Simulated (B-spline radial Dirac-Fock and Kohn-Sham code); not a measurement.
ΔSCF core binding energies without Breit or QED terms, calculated with a B-spline atomic structure program.

A sound run for the free zinc atom in the configuration [Ar] 3d10 4s2: The ground state converged in 10 iterations, with total energy -1794.61291 Ha, virial ratio 1.98123 and highest orbital energy -8.13 eV. ΔSCF binding energies: K (1s) 9684.7 eV, L3 (2p3/2) 1029.4 eV, M5 (3d5/2) 14.54 eV.

A second run, with one unsound setting: The ground state had not converged after 3 iterations, with total energy -1794.61135 Ha, virial ratio 1.98081 and highest orbital energy -8.19 eV. ΔSCF binding energies: K (1s) 9685.2 eV, L3 (2p3/2) 1029.8 eV, M5 (3d5/2) 14.65 eV (not all states converged, so these are not final).

```
iter   energy (Ha)        error
   1    -1794.04547621  1.08e+00
   2    -1794.52276572  7.86e-02
   3    -1794.61134698  2.45e-02
```

Q: Which fault fits the second run best?
A. box too small
B. spline order too low
C. speed of light below Z
D. too few iterations

A: D. The input had maxit = 3: maxit ends the run before self-consistency.
